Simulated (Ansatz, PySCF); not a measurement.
SiHCl, SMILES [SiH]Cl (connectivity only; charge and spin as stated), neutral, multiplicity 1.

Geometry: PBE-D3(BJ)/def2-TZVP. The isomer is the one that the SMILES or the coordinates give; other isomers of the formula were not compared.

Two levels are set side by side: PBE/def2-TZVPD (Ansatz, a quantum-chemistry and plane-wave program) and EOM-CCSD/aug-cc-pVDZ (PySCF). PBE by ΔSCF, the other level by its IP root; same geometry, the bases differ. Differences are taken from unrounded values.

```
quantity                         EOM-CCSD
-------------------------------  --------
vertical ionisation energy (eV)      9.45
```

### Question
What does PBE give, and how far is it from EOM-CCSD? (The exact figures need the calculation; the answer reports its results.)

### Answer

```json
[
 {"quantity": "vertical ionisation energy (eV)", "PBE": "9.25", "PBE minus EOM-CCSD": "-0.20"}
]
```
